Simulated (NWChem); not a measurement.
# Correlation energy of H3AlO3

SMILES: [OH][Al]([OH])[OH]
```xyz
7

Al     0.0000     0.0000     0.0000
O      1.4664     0.8512     0.0000
H      1.5233     1.8076     0.0000
O     -1.4703     0.8444     0.0000
H     -2.3271     0.4157     0.0000
O      0.0038    -1.6956     0.0000
H      0.8033    -2.2235     0.0000
```
Charge 0, spin multiplicity 1.

All runs are NWChem calculations. Structure: optimised with PBE0/def2-SVP, a minimum by its harmonic frequencies. It is one conformer; others weren't searched.

Basis set: 3-21G. Each correlation energy counts from its own Hartree-Fock reference.

The correlated methods keep 8 core orbitals frozen. The structure started from a generated list of species. Coupled-cluster values serve here as a point of comparison, not as the truth.

Order these methods by the correlation energy they give, lowest first: MP2, SCS-MP2, CR-CCSD[T], CR-CCSD(T).

CR-CCSD[T] (-398.8 mHa), CR-CCSD(T) (-397.8 mHa), MP2 (-381.9 mHa), SCS-MP2 (-374.5 mHa)
